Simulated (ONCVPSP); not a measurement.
# Configuration tests for Ni (Z = 28) (ONCV)

ONCVPSP 4.0.1 input, shortened (lines: element, Z, core and valence counts, functional; n l f; lmax; l rc ep ncon nbas qcut; lloc lpopt rc5 dvloc0; l nproj debl; icmod fcfact rcfact), PW91, scalar-relativistic:

```
  Ni 28.00    3    4  -109134      upf
    1    0    2.00
    2    0    2.00
    2    1    6.00
    3    0    2.00
    3    1    6.00
    3    2    8.50
    4    0    1.50
    2
    0    1.30    0.00    4    8   11.10
    1    0.90    0.00    4    9   17.50
    2    1.20    0.00    4    9   15.10
    4    5    0.55    0.00
    0    3    2.40
    1    2    3.70
    2    2    2.30
    0    0.00    0.00
```

Energies are relative to the spin-unpolarised reference configuration 3s2 3p6 3d8.5 4s1.5; without spin polarisation the order of configurations can differ from experiment.

```json
{"valence configuration": "3s2 3p6 3d8 4s2", "charge": "0", "ΔE all-electron (eV)": "1.192", "error AE − PS (meV)": "+2.1"}
{"valence configuration": "3s2 3p6 3d8 4s1", "charge": "+1", "ΔE all-electron (eV)": "10.583", "error AE − PS (meV)": "-0.3"}
{"valence configuration": "3s2 3p6 3d8 4s0", "charge": "+2", "ΔE all-electron (eV)": "27.994", "error AE − PS (meV)": "-1.5"}
{"valence configuration": "3s2 3p6 3d7 4s2 4p1", "charge": "0", "ΔE all-electron (eV)": "11.776", "error AE − PS (meV)": "+25"}
```

Levels in the configuration 3s2 3p6 3d7 4s2 4p1:

```tsv
level	all-electron (eV)	pseudo (eV)
3s	-119.359	-119.413
3p	-79.555	-79.569
3d	-16.289	-16.240
4s	-8.141	-8.146
4p	-2.656	-2.656
```
